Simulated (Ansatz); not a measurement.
Input for Ansatz (an electronic-structure program): R-B3LYP-D3(BJ)/def2-TZVP on Ge2H4 (SMILES [GeH2]=[GeH2]).

Ansatz 0.2 input:
```yaml
crystal:
  periodic: [false, false, false]
  atoms:
    - {symbol: Ge, position_ang: [-1.10942720, -0.00000000, 0.00000000]}
    - {symbol: Ge, position_ang: [1.10942720, 0.00000000, 0.00000000]}
    - {symbol: H, position_ang: [-1.91662937, -1.29418672, -0.00000000]}
    - {symbol: H, position_ang: [-1.91662937, 1.29418672, 0.00000000]}
    - {symbol: H, position_ang: [1.91662937, -1.29418672, 0.00000000]}
    - {symbol: H, position_ang: [1.91662937, 1.29418672, -0.00000000]}
basis:
  gaussian:
    orbitals: def2-TZVP
hamiltonian:
  xc: b3lyp
  dispersion: d3bj
accuracy: high
phonons: {}
scf: {lower_state_search: off}
```

Output:

```
WARN ansatz: RAYON_NUM_THREADS=4 ignored (pool sized by the plan → 4); use --threads N
Functional definition: B3LYP
these checks for a lower state are left out or cut short: stability, starts, cluster_reference, orbital_swaps, neighbouring_geometries, increment
integrals: 0.20 GiB planned
2112 factors; integrals over basis functions are off by at most 3.1e-9 eV
mean field: 0.95 GiB planned
mean field evaluation 1: about -113102.3842 eV, gradient 2.4e1 eV
mean field evaluation 2: about -113102.6552 eV, gradient 2.3e1 eV
mean field evaluation 4: about -113102.9517 eV, gradient 4.9e-1 eV
mean field evaluation 8: about -113102.9818 eV, gradient 1.0e-2 eV
mean field evaluation 16: about -113102.9818 eV, gradient 3.1e-7 eV
mean field -113102.98183502 eV, -4156.4579184822 hartree, gradient 1.8e-8 eV, S^2 0.000000; 0 other end points of the search recorded, 0 dependent functions left out
the calculation of the forces begins
reference -113102.98187463 eV, -4156.4579199381 hartree; 34, 34 occupied and 86, 86 virtual orbitals, 2112 factors
these checks for a lower state are left out or cut short: stability, starts, cluster_reference, orbital_swaps, neighbouring_geometries, increment
integrals: 0.20 GiB planned
2112 factors; integrals over basis functions are off by at most 3.1e-9 eV
mean field: 0.95 GiB planned
mean field -113102.98174625 eV, -4156.4579152200 hartree, gradient 2.3e-8 eV, S^2 0.000000; 0 other end points of the search recorded, 0 dependent functions left out
the calculation of the forces begins
reference -113102.98178586 eV, -4156.4579166758 hartree; 34, 34 occupied and 86, 86 virtual orbitals, 2112 factors
these checks for a lower state are left out or cut short: stability, starts, cluster_reference, orbital_swaps, neighbouring_geometries, increment
integrals: 0.20 GiB planned
2112 factors; integrals over basis functions are off by at most 3.0e-9 eV
mean field: 0.95 GiB planned
mean field evaluation 32: about -113102.9818 eV, gradient 1.0e-4 eV
mean field -113102.98180720 eV, -4156.4579174601 hartree, gradient 2.4e-8 eV, S^2 0.000000; 0 other end points of the search recorded, 0 dependent functions left out
the calculation of the forces begins
reference -113102.98184682 eV, -4156.4579189160 hartree; 34, 34 occupied and 86, 86 virtual orbitals, 2112 factors
these checks for a lower state are left out or cut short: stability, starts, cluster_reference, orbital_swaps, neighbouring_geometries, increment
integrals: 0.20 GiB planned
2112 factors; integrals over basis functions are off by at most 3.0e-9 eV
mean field: 0.95 GiB planned
mean field -113102.98179325 eV, -4156.4579169475 hartree, gradient 2.5e-8 eV, S^2 0.000000; 0 other end points of the search recorded, 0 dependent functions left out
the calculation of the forces begins
reference -113102.98183287 eV, -4156.4579184032 hartree; 34, 34 occupied and 86, 86 virtual orbitals, 2112 factors
these checks for a lower state are left out or cut short: stability, starts, cluster_reference, orbital_swaps, neighbouring_geometries, increment
integrals: 0.20 GiB planned
2112 factors; integrals over basis functions are off by at most 3.1e-9 eV
mean field: 0.95 GiB planned
mean field -113102.98183947 eV, -4156.4579186460 hartree, gradient 2.5e-8 eV, S^2 0.000000; 0 other end points of the search recorded, 0 dependent functions left out
the calculation of the forces begins
reference -113102.98187909 eV, -4156.4579201019 hartree; 34, 34 occupied and 86, 86 virtual orbitals, 2112 factors
these checks for a lower state are left out or cut short: stability, starts, cluster_reference, orbital_swaps, neighbouring_geometries, increment
integrals: 0.20 GiB planned
2112 factors; integrals over basis functions are off by at most 3.1e-9 eV
mean field: 0.95 GiB planned
mean field -113102.98180721 eV, -4156.4579174604 hartree, gradient 2.2e-8 eV, S^2 0.000000; 0 other end points of the search recorded, 0 dependent functions left out
the calculation of the forces begins
reference -113102.98184683 eV, -4156.4579189162 hartree; 34, 34 occupied and 86, 86 virtual orbitals, 2112 factors
these checks for a lower state are left out or cut short: stability, starts, cluster_reference, orbital_swaps, neighbouring_geometries, increment
integrals: 0.20 GiB planned
2112 factors; integrals over basis functions are off by at most 3.1e-9 eV
mean field: 0.95 GiB planned
mean field evaluation 64: about -113102.9818 eV, gradient 7.2e-2 eV
mean field -113102.98182080 eV, -4156.4579179598 hartree, gradient 2.8e-8 eV, S^2 0.000000; 0 other end points of the search recorded, 0 dependent functions left out
the calculation of the forces begins
reference -113102.98186041 eV, -4156.4579194156 hartree; 34, 34 occupied and 86, 86 virtual orbitals, 2112 factors
WARN: phonons: modes at or below zero, which the zero-point energy, F, S and C_V leave out: 1, the lowest at -376.09 cm⁻¹ …
Total energy: -113103.18751160 eV, -4156.4654769575 hartree
Atom 0 at    -1.109427     0.000000     0.000000 Å, force    -0.000013     0.000000    -0.000000 eV/Å
Atom 1 at     1.109427     0.000000     0.000000 Å, force     0.000013     0.000000    -0.000000 eV/Å
Atom 2 at    -1.916629    -1.294187    -0.000000 Å, force    -0.000349    -0.000001    -0.000000 eV/Å
Atom 3 at    -1.916629     1.294187     0.000000 Å, force    -0.000349     0.000001     0.000000 eV/Å
Atom 4 at     1.916629    -1.294187     0.000000 Å, force     0.000349    -0.000001     0.000000 eV/Å
Atom 5 at     1.916629     1.294187     0.000000 Å, force     0.000349     0.000001     0.000000 eV/Å
Dipole moment:    -0.000000    -0.000000     0.000000 e Å
Vibrations: -376.09 341.90 362.30 487.86 530.45 532.79 779.42 870.82 2170.27 2176.46 2193.39 2201.96 cm⁻¹, zero-point energy 0.784052 eV
Checks for a lower state left out: stability, starts, cluster_reference, orbital_swaps, neighbouring_geometries, increment
```

Self-consistency was reached.

Cost: about 80 core-seconds (a rough figure).
